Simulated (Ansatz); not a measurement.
Two members of one family (Series FeX2), computed with Ansatz in the gas phase. HOMO and LUMO are taken over both spins. Binding counts from free atoms in the multiplicity of their measured ground term, without zero-point energy. Singlets are spin-restricted. The spins of the ions were chosen, not always searched. Names give formal oxidation states. A dash marks a value that wasn't run or was left out as unsound. The structures are stationary points that may keep the symmetry of their start. Remarks come from the PBE and PBE0 runs and from stability tests at other levels; not every state was tested. A HOMO above zero means that the electron is unbound at that level and held by the basis, or that self-interaction error raises the level; the energy of removing that electron tells which. HOMO above LUMO (over both spins in singlets and doublets, within one spin in higher multiplets; at PBE or PBE0), or a gap under 0.15 eV within one spin, warns that the state may not be the lowest or that an electron is smeared out.

First: Fe(NH2)2 (quintet, charge 0, PBE0-D4/def2-TZVP geometry; reduced ion quartet).

Cartesian coordinates in Å:
```
Fe 0.000 0.000 0.000
N -1.402 0.383 1.143
H -1.872 1.272 1.220
H -1.824 -0.261 1.795
N 1.401 -0.383 -1.143
H 2.382 -0.274 -0.931
H 1.314 -0.737 -2.084
```

```
             level  HOMO (eV)  LUMO (eV)  gap (eV)  vertical EA (eV)  binding per atom (eV)
   PBE-D4/def2-SVP      -3.49      -3.23      0.26                 –                   3.31
  PBE-D4/def2-TZVP      -3.72      -3.34      0.38                 –                   3.31
 PBE-D4/def2-TZVPD      -3.91      -3.51      0.40              0.77                   3.33
  PBE0-D4/def2-SVP      -5.76      -1.64      4.12                 –                   3.14
PBE0-D4/def2-TZVPD      -6.42      -2.13      4.30              0.47                   3.20
```

Metal–donor distances: 2 × N 1.85 Å. Remarks: restricted SCF unstable (singlet), spin-contaminated (⟨S²⟩ up to 2.65) (triplet), HOMO above zero (-1 quartet), spin-contaminated (⟨S²⟩ up to 3.93) (-1 quartet).

Second: FeMe2 (quintet, charge 0, PBE0-D4/def2-TZVP geometry; reduced ion quartet).

| atom | x (Å) | y (Å) | z (Å) |
| --- | --- | --- | --- |
| Fe1 | 0.042 | -0.106 | -0.004 |
| C2 | -1.760 | -0.683 | -0.732 |
| H3 | -2.553 | 0.011 | -0.429 |
| H4 | -2.052 | -1.678 | -0.376 |
| H5 | -1.769 | -0.720 | -1.828 |
| C6 | 1.764 | 0.673 | 0.731 |
| H7 | 2.356 | 1.163 | -0.052 |
| H8 | 2.406 | -0.089 | 1.188 |
| H9 | 1.567 | 1.428 | 1.502 |

Estimate the same table for the second.


```
             level  HOMO (eV)  LUMO (eV)  gap (eV)  vertical EA (eV)  binding per atom (eV)
   PBE-D4/def2-SVP      -4.28      -4.00      0.28                 –                   3.56
  PBE-D4/def2-TZVP      -4.81      -4.26      0.56                 –                   3.52
 PBE-D4/def2-TZVPD      -4.83      -4.27      0.56              1.27                   3.53
  PBE0-D4/def2-SVP      -6.54      -2.45      4.08                 –                   3.51
PBE0-D4/def2-TZVPD      -6.68      -2.60      4.07              0.80                   3.50
```

Metal–donor distances: 2 × C 2.03 Å. Remarks: HOMO above LUMO (singlet), restricted singlet, untested (singlet), spin-contaminated (⟨S²⟩ up to 3.01) (triplet), HOMO above zero (-1 quartet).
